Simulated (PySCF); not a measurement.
A structure optimised at PBE0-D3(BJ)/def2-SVP, used in a PySCF frequency run:

```xyz
8

F      1.9626    -0.0775     0.0442
B      0.7313     0.2731     0.3294
C     -0.1254     1.5325     0.0777
N     -1.1247     0.7723    -0.2533
C     -0.6554    -0.5029     0.3530
F     -0.8272    -1.5776    -0.4531
H     -0.1246     2.6169    -0.0776
H     -1.1934    -0.6702     1.2989
```

**Question.** Write its SMILES and formula.

**Answer.** FB1C=N[C@H]1F, C2H2BF2N

**Question.** What are its rotational constants (standard atomic weights)?

**Answer.** 5.2919, 3.8144, 2.3688 GHz
